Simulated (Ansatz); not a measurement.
Input for Ansatz (a first-principles code): R-CCSD(T)/aug-cc-pV(D+d)Z on CH4O2Si (a complex), monomers drawn apart or pushed together. Files ending in .json are basis or fitting sets from the Basis Set Exchange.

Ansatz 0.2 input:
```yaml
crystal:
  periodic: [false, false, false]
  atoms:
    - {symbol: C, position_ang: [0.37267874, -0.35776862, 0.69753512]}
    - {symbol: O, position_ang: [1.43933991, -0.01463126, 0.86222777]}
    - {symbol: O, position_ang: [-0.98486871, -0.19334428, 3.60275487]}
    - {symbol: Si, position_ang: [-0.67171257, 0.28150448, 5.13190670]}
    - {symbol: H, position_ang: [-1.85115451, -0.47168041, 3.31601130]}
    - {symbol: H, position_ang: [-1.47687054, 1.45943313, 5.45561041]}
    - {symbol: H, position_ang: [0.75133122, 0.56960416, 5.06815304]}
    - {symbol: H, position_ang: [-0.99098460, -0.80609576, 6.05680333]}
basis:
  gaussian:
    orbitals: aug-cc-pV_D+d_Z.json
magnetization: {spin_polarized: false}
correlation: {method: ccsd_t, electrons: outside_noble_gas}
scf: {lower_state_search: off}
```

It printed:

```
WARN ansatz: RAYON_NUM_THREADS=1 ignored (pool sized by the plan → 1); use --threads N
Functional definition: HF
these checks for a lower state are left out or cut short: stability, starts, cluster_reference, orbital_swaps, neighbouring_geometries, increment
integrals: 0.33 GiB planned
1358 factors; integrals over basis functions are off by at most 7.2e-4 eV
mean field: 0.42 GiB planned
mean field evaluation 1: about -13028.4279 eV, gradient 4.3e1 eV
mean field evaluation 2: about -13028.5742 eV, gradient 4.4e1 eV
mean field evaluation 4: about -13032.2881 eV, gradient 3.6e0 eV
mean field evaluation 8: about -13032.3328 eV, gradient 2.4e-1 eV
mean field -13032.33297962 eV, -478.9294033684 hartree, gradient 1.2e-6 eV, S^2 0.000000; 0 other end points of the search recorded, 0 dependent functions left out
8 core orbitals not correlated
reference -13032.33297962 eV, -478.9294033684 hartree; 12, 12 occupied and 117, 117 virtual orbitals, 1358 factors
second order -16.78050003 eV of doubles, -0.00000000 eV of singles
coupled cluster: 0.88 GiB planned
cycle   1  -17.01976644 eV  change   -2.4e-1 eV  update   1.2e-1
cycle   2  -17.57469610 eV  change   -5.5e-1 eV  update   3.7e-2
cycle   3  -17.73815170 eV  change   -1.6e-1 eV  update   1.9e-2
cycle   4  -17.72596923 eV  change    1.2e-2 eV  update   3.6e-3
cycle   5  -17.72603821 eV  change   -6.9e-5 eV  update   1.3e-3
cycle   6  -17.72667513 eV  change   -6.4e-4 eV  update   3.2e-4
cycle   7  -17.72650646 eV  change    1.7e-4 eV  update   1.2e-4
cycle   8  -17.72645300 eV  change    5.3e-5 eV  update   4.0e-5
cycle   9  -17.72646106 eV  change   -8.1e-6 eV  update   1.6e-5
perturbative correction -0.57064420 eV, -0.0209707877 hartree
Total energy: -13050.63008488 eV, -479.6018095847 hartree
Checks for a lower state left out: stability, starts, cluster_reference, orbital_swaps, neighbouring_geometries, increment
```

Self-consistency was reached.

Cost: around 28 core-seconds (rough).
